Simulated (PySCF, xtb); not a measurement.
Si(F)(I)2(Me) (CH₃FI₂Si), SMILES I[Si](C)(I)F.

Harmonic wavenumbers (cm⁻¹) from GFN2-xTB run with xtb at its own minimum, in rising order: 73, 99, 126, 153, 171, 184, 333, 468, 763, 822, 835, 868, 1379, 1461, 1463, 3034, 3035, 3045.

### Question
What does PBE-D3(BJ)/def2-SVP (PySCF) give at its own minimum? (Estimate from the structure and the level; the computed values follow.)

### Answer
80, 141, 163, 176, 187, 200, 316, 413, 702, 766, 772, 885, 1211, 1366, 1370, 2982, 3090, 3100. Paired by order, the mean absolute difference is 51 cm⁻¹ and the zero-point energies are 26.2 and 25.6 kcal/mol.
